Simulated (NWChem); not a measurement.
## Total energies of C2H2N2O

```xyz
7

C      1.0562     0.0000    -0.2714
N      0.6974     0.0000     0.9792
N     -0.6974     0.0000     0.9792
C     -1.0562     0.0000    -0.2714
O      0.0000     0.0000    -1.1327
H      2.0667     0.0000    -0.6954
H     -2.0667     0.0000    -0.6954
```
Charge 0, spin multiplicity 1.

Program: NWChem. All single points use one geometry, from PBE/def2-SVP, a minimum by its harmonic frequencies.

Basis set: STO-3G (27 functions).

```csv
method,total energy (Ha)
RHF,-257.25758
MP2,-257.54846
B2PLYP,-258.29915
PBE,-258.39245
B3LYP,-258.65533
PBE0,-258.42174
CCSD(T),-257.59892
```

Total energies of different functionals aren't comparable as a measure of quality: only differences taken within one method are. 

The correlated methods keep 5 core orbitals frozen. B3LYP has NWChem's definition, with VWN1-RPA local correlation. The structure started from a generated list of species. Coupled-cluster values serve here as a point of comparison, not as the truth.
